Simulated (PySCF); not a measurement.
F3OV, charge +1, doublet, geometry from GFN2-xTB (such geometries of metal compounds can be far from the true shape) (the multiplicity is a formal guess); CASSCF(7,7)/6-31G (PySCF).

Here is a job for PySCF.
```python
from pyscf import gto, scf, mcscf
import numpy

mol = gto.Mole()
mol.atom = '''
    V    -0.00754285   -0.00408677    0.00901053
    O     0.93473095    0.50644394   -1.11661015
    F     0.93316726   -0.81672518    1.02685695
    F    -1.09252665   -0.93594737   -0.72295533
    F    -0.65223640    1.31294413    0.66561381
'''
mol.basis = '6-31g'
mol.charge = 1
mol.spin = 1
mol.verbose = 4
mol.build()

mf = scf.ROHF(mol)
mf.kernel()
mc = mcscf.CASSCF(mf, 7, 7)
mc.fix_spin_(ss=0.75)
mc.kernel()
occ = numpy.linalg.eigvalsh(mc.fcisolver.make_rdm1(mc.ci, mc.ncas, mc.nelecas))[::-1]
ss = mc.fcisolver.spin_square(mc.ci, mc.ncas, mc.nelecas)[0]
print('natural occupations', occ.round(4), ' <S^2>', round(ss, 4))
```

What the program printed (banner, timings and long lists left out):

```
PySCF version 2.14.0

[INPUT] verbose = 4
[INPUT] num. atoms = 5
[INPUT] num. electrons = 57
[INPUT] charge = 1
[INPUT] spin (= nelec alpha-beta = 2S) = 1
[INPUT] symmetry False subgroup None
[INPUT] Mole.unit = angstrom
[INPUT] Symbol           X                Y                Z      unit          X                Y                Z       unit  Magmom
[...]
nuclear repulsion = 360.55287199567
number of shells = 31
number of NR pGTOs = 178
number of NR cGTOs = 63
basis = 6-31g
ecp = {}

******** <class 'pyscf.scf.rohf.ROHF'> ********
method = ROHF
initial guess = minao
damping factor = 0
level_shift factor = 0
DIIS = <class 'pyscf.scf.diis.CDIIS'>
diis_start_cycle = 1
diis_space = 8
diis_damp = 0
SCF conv_tol = 1e-09
SCF conv_tol_grad = None
SCF max_cycles = 50
direct_scf = True
direct_scf_tol = 1e-13
num. doubly occ = 28  num. singly occ = 1
Set gradient conv threshold to 3.16228e-05
init E= -1315.65557175771
[...]
cycle= 1 E= -1314.85869323581  delta_E= 0.797  |g|= 1.32  |ddm|= 1.77
[...]
cycle= 2 E= -1312.55965436634  delta_E=  2.3  |g|= 4.23  |ddm|= 1.81
[...]
cycle= 3 E= -1315.34412595632  delta_E= -2.78  |g|= 0.389  |ddm|= 1.08
[...]
cycle= 4 E= -1315.37510268242  delta_E= -0.031  |g|= 0.0664  |ddm|= 0.163
[...]
cycle= 5 E= -1315.37697855041  delta_E= -0.00188  |g|= 0.0415  |ddm|= 0.0673
[...]
cycle= 6 E= -1315.37760747681  delta_E= -0.000629  |g|= 0.0147  |ddm|= 0.0239
[...]
cycle= 7 E= -1315.37786490055  delta_E= -0.000257  |g|= 0.00483  |ddm|= 0.0274
[...]
cycle= 8 E= -1315.37789360562  delta_E= -2.87e-05  |g|= 0.00221  |ddm|= 0.0102
[...]
cycle= 9 E= -1315.37789795714  delta_E= -4.35e-06  |g|= 0.000895  |ddm|= 0.00365
[...]
cycle= 10 E= -1315.37789896327  delta_E= -1.01e-06  |g|= 0.000397  |ddm|= 0.00164
[...]
cycle= 11 E= -1315.37789913526  delta_E= -1.72e-07  |g|= 0.000109  |ddm|= 0.000659
[...]
cycle= 12 E= -1315.37789915351  delta_E= -1.83e-08  |g|= 2.98e-05  |ddm|= 0.000264
[...]
cycle= 13 E= -1315.37789915437  delta_E= -8.64e-10  |g|= 9.74e-06  |ddm|= 5.43e-05
[...]
Extra cycle  E= -1315.37789915438  delta_E= -5e-12  |g|= 1.17e-05  |ddm|= 1.07e-05
converged SCF energy = -1315.37789915438

******** <class 'pyscf.mcscf.mc1step.CASSCF'> ********
CAS (4e+3e, 7o), ncore = 25, nvir = 31
max_cycle_macro = 50
max_cycle_micro = 4
conv_tol = 1e-07
conv_tol_grad = None
orbital rotation max_stepsize = 0.02
orbital rotation threshold for CI restart = 0.01
augmented hessian ah_max_cycle = 30
augmented hessian ah_conv_tol = 1e-12
augmented hessian ah_linear dependence = 1e-14
augmented hessian ah_level shift = 1e-08
augmented hessian ah_start_tol = 2.5
augmented hessian ah_start_cycle = 3
augmented hessian ah_grad_trust_region = 3
kf_trust_region = 3
kf_interval = 4
ci_response_space = 4
ci_grad_trust_region = 3
with_dep4 0
natorb = False
canonicalization = True
sorting_mo_energy = False
ao2mo_level = 2
internal_rotation = False
******** <class 'pyscf.fci.addons.SpinPenaltyFCISolver'> ********
max. cycles = 50
conv_tol = 1e-08
davidson only = True
linear dependence = 1e-12
level shift = 0.001
max iter space = 12
nroots = 1
pspace_size = 400
spin = None
CASCI E = -1315.39823683877  S^2 = 0.7500000
Set conv_tol_grad to 0.000316228
macro iter   1 ( 21 JK    4 micro), CASSCF E = -1315.44005176819  dE = -4.18149294e-02  S^2 = 0.7500000
               |grad[o]|=0.0735  |grad[c]|=0.0407  |ddm|=0.169  |maxRot[o]|=0.168
macro iter   2 ( 21 JK    4 micro), CASSCF E = -1315.46395847434  dE = -2.39067062e-02  S^2 = 0.7500000
               |grad[o]|=0.0887  |grad[c]|=0.0242  |ddm|=0.0515  |maxRot[o]|=0.152
macro iter   3 ( 21 JK    4 micro), CASSCF E = -1315.47348245610  dE = -9.52398176e-03  S^2 = 0.7500000
               |grad[o]|=0.0614  |grad[c]|=0.0121  |ddm|=0.0399  |maxRot[o]|=0.219
macro iter   4 ( 21 JK    4 micro), CASSCF E = -1315.48208241903  dE = -8.59996293e-03  S^2 = 0.7500000
               |grad[o]|=0.0482  |grad[c]|=0.00968  |ddm|=0.0176  |maxRot[o]|=0.169
[...]
macro iter  24 ( 18 JK    4 micro), CASSCF E = -1315.54312106512  dE = -5.83015119e-04  S^2 = 0.7500000
               |grad[o]|=0.0248  |grad[c]|=0.0324  |ddm|=0.0312  |maxRot[o]|= 0.02
macro iter  25 ( 18 JK    4 micro), CASSCF E = -1315.54372030454  dE = -5.99239419e-04  S^2 = 0.7500000
               |grad[o]|=0.026  |grad[c]|=0.0313  |ddm|=0.0302  |maxRot[o]|= 0.02
macro iter  26 ( 18 JK    4 micro), CASSCF E = -1315.54433890569  dE = -6.18601152e-04  S^2 = 0.7500000
               |grad[o]|=0.027  |grad[c]|=0.031  |ddm|=0.0322  |maxRot[o]|= 0.02
macro iter  27 ( 18 JK    4 micro), CASSCF E = -1315.54497960669  dE = -6.40700997e-04  S^2 = 0.7500000
               |grad[o]|=0.0284  |grad[c]|= 0.03  |ddm|=0.033  |maxRot[o]|= 0.02
macro iter  28 ( 19 JK    4 micro), CASSCF E = -1315.54573793048  dE = -7.58323793e-04  S^2 = 0.7500000
               |grad[o]|=0.0296  |grad[c]|=0.0312  |ddm|=0.0363  |maxRot[o]|=0.0231
macro iter  29 ( 19 JK    4 micro), CASSCF E = -1315.54654491001  dE = -8.06979533e-04  S^2 = 0.7500000
               |grad[o]|=0.0313  |grad[c]|=0.0304  |ddm|=0.0364  |maxRot[o]|=0.0234
macro iter  30 ( 19 JK    4 micro), CASSCF E = -1315.54744213589  dE = -8.97225882e-04  S^2 = 0.7500000
               |grad[o]|=0.0327  |grad[c]|=0.0307  |ddm|=0.0412  |maxRot[o]|=0.0254
macro iter  31 ( 19 JK    4 micro), CASSCF E = -1315.54836238407  dE = -9.20248180e-04  S^2 = 0.7500000
               |grad[o]|=0.0343  |grad[c]|=0.0293  |ddm|=0.0402  |maxRot[o]|=0.0244
macro iter  32 ( 19 JK    4 micro), CASSCF E = -1315.54929197962  dE = -9.29595548e-04  S^2 = 0.7500000
               |grad[o]|=0.0351  |grad[c]|=0.0283  |ddm|=0.0431  |maxRot[o]|=0.0242
macro iter  33 ( 19 JK    4 micro), CASSCF E = -1315.55015398682  dE = -8.62007197e-04  S^2 = 0.7500000
               |grad[o]|=0.0355  |grad[c]|=0.0263  |ddm|=0.0413  |maxRot[o]|=0.0217
macro iter  34 ( 18 JK    4 micro), CASSCF E = -1315.55093137935  dE = -7.77392527e-04  S^2 = 0.7500000
               |grad[o]|=0.0346  |grad[c]|=0.0248  |ddm|=0.0436  |maxRot[o]|= 0.02
macro iter  35 ( 15 JK    4 micro), CASSCF E = -1315.55222861255  dE = -1.29723320e-03  S^2 = 0.7500000
               |grad[o]|=0.0333  |grad[c]|=0.0159  |ddm|=0.0243  |maxRot[o]|=0.0431
macro iter  36 ( 12 JK    4 micro), CASSCF E = -1315.55349298606  dE = -1.26437352e-03  S^2 = 0.7500000
               |grad[o]|=0.0309  |grad[c]|=0.0104  |ddm|=0.0194  |maxRot[o]|=0.0497
macro iter  37 ( 13 JK    4 micro), CASSCF E = -1315.55441248023  dE = -9.19494166e-04  S^2 = 0.7500000
               |grad[o]|=0.0261  |grad[c]|=0.00565  |ddm|=0.0252  |maxRot[o]|=0.0491
macro iter  38 ( 15 JK    4 micro), CASSCF E = -1315.55476816967  dE = -3.55689441e-04  S^2 = 0.7500000
               |grad[o]|=0.0173  |grad[c]|=0.00354  |ddm|=0.0332  |maxRot[o]|=0.0273
macro iter  39 ( 15 JK    4 micro), CASSCF E = -1315.55483058086  dE = -6.24111894e-05  S^2 = 0.7500000
               |grad[o]|=0.0073  |grad[c]|=0.00237  |ddm|=0.0164  |maxRot[o]|=0.0102
macro iter  40 ( 13 JK    4 micro), CASSCF E = -1315.55483739421  dE = -6.81335064e-06  S^2 = 0.7500000
               |grad[o]|=0.00239  |grad[c]|=0.000812  |ddm|=0.00564  |maxRot[o]|=0.00319
macro iter  41 ( 13 JK    4 micro), CASSCF E = -1315.55483803180  dE = -6.37587164e-07  S^2 = 0.7500000
               |grad[o]|=0.000742  |grad[c]|=0.000207  |ddm|=0.00164  |maxRot[o]|=0.000944
macro iter  42 (  7 JK    2 micro), CASSCF E = -1315.55483806432  dE = -3.25239853e-08  S^2 = 0.7500000
               |grad[o]|=0.000233  |grad[c]|=6.89e-05  |ddm|=    0  |maxRot[o]|=0.000138
1-step CASSCF converged in  42 macro (763 JK 166 micro) steps
CASSCF canonicalization
Density matrix diagonal elements [1.29091963 1.63701609 1.78492998 1.80222782 0.16450775 0.15249321
 0.16790552]
CASSCF energy = -1315.55483806432
CASCI E = -1315.55483806432  E(CI) = -16.7347922779988  S^2 = 0.7500000
natural occupations [1.9182 1.9077 1.8637 1.0032 0.1345 0.0918 0.0809]  <S^2> 0.75
```
